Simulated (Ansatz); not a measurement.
Input file for Ansatz (an electronic-structure program): R-B3LYP/def2-TZVPP on AlBrFH2N (SMILES [NH2][Al]([F])[Br]), a point of a torsion scan.

Ansatz 0.2 input:
```yaml
crystal:
  periodic: [false, false, false]
  atoms:
    - {symbol: N, position_ang: [-1.00974576, -0.15367749, 0.08418987]}
    - {symbol: Al, position_ang: [0.71689116, 0.20433575, -0.02347955]}
    - {symbol: F, position_ang: [1.25668935, 1.75915923, 0.02249637]}
    - {symbol: Br, position_ang: [2.21970429, -1.45408128, -0.08389137]}
    - {symbol: H, position_ang: [-1.47398616, -0.97313106, -0.28002680]}
    - {symbol: H, position_ang: [-1.70307147, 0.56167839, 0.25558968]}
basis:
  gaussian:
    orbitals: def2-TZVPP
hamiltonian:
  xc: {name: B3LYP}
scf: {lower_state_search: off}
```

Program output:

```
WARN ansatz: RAYON_NUM_THREADS=1 ignored (pool sized by the plan → 1); use --threads N
Functional definition: B3LYP
these checks for a lower state are left out or cut short: stability, starts, cluster_reference, orbital_swaps, neighbouring_geometries, increment
integrals: 0.10 GiB planned
1135 factors; their error is unknown
mean field: 0.87 GiB planned
mean field evaluation 1: about -80880.8350 eV, gradient 7.7e1 eV
mean field evaluation 2: about -80854.6878 eV, gradient 1.3e2 eV
mean field evaluation 4: about -80891.0035 eV, gradient 8.0e0 eV
mean field evaluation 8: about -80891.1054 eV, gradient 1.2e-1 eV
mean field evaluation 16: about -80891.4663 eV, gradient 5.9e-5 eV
mean field -80891.46630841 eV, -2972.7065566287 hartree, gradient 7.4e-6 eV, S^2 0.000000; 0 other end points of the search recorded, 0 dependent functions left out
reference -80891.46654726 eV, -2972.7065654065 hartree; 33, 33 occupied and 147, 147 virtual orbitals, 1135 factors
Total energy: -80891.46654726 eV, -2972.7065654065 hartree
Checks for a lower state left out: stability, starts, cluster_reference, orbital_swaps, neighbouring_geometries, increment
```

The calculation finished and met its thresholds.

Cost: around 3 core-seconds (rough).
